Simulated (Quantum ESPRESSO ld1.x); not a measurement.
Results of a calculation; reference values are marked as such.
Task: Tc+, configuration [Kr] 4d5 5s1. Level of theory: scalar-relativistic Kohn-Sham, LDA (Slater exchange, VWN5 correlation), spin-polarised, spherical densities, point nucleus; open shells are filled with parallel spins first (ld1.x of Quantum ESPRESSO 7.5). Some entries of the table are withheld. Estimate them.

orbital  occ.  eigenvalue (eV)  r(max) (bohr)  <1/r> (bohr^-1)
1s up       1         -20847.5          0.022            44.66
1s down     1         -20847.5          0.022            44.66
2s up       1         -2981.38          0.127            10.07
2s down     1         -2980.75          0.127            10.07
2p up       3         -2670.95          0.101            9.789
2p down     3         -2670.46          0.101            9.789
3s up       1         -524.738          0.373            3.474
3s down     1         -524.269          0.373            3.474
3p up       3         -422.884          0.364            3.309
3p down     3         -422.375          0.364            3.309
3d up       5         -257.547          0.311            3.080
3d down     5         -256.874          0.311            3.081
4s up       1         -81.9528          0.952            1.293
4s down     1         -78.8772          0.944            1.302
4p up       3         -54.0623           1.02            1.150
4p down     3         -50.7783           1.01            1.158
4d up       5         -15.4037           1.27           0.8058
5s up       1         -12.4318           2.57           0.4362
4d down     0         -11.9547           1.27           0.7976
5s down     0         -10.0592           2.67           0.4058
5p up       0          -7.5537            (1)           0.3489
5p down     0          -5.9214            (2)           0.3087
6s up       0          -3.1759           6.55           0.1795
6s down     0          -2.8269           7.15           0.1660

Result: 
(1) 5p up r(max) (bohr): 3.14
(2) 5p down r(max) (bohr): 3.42
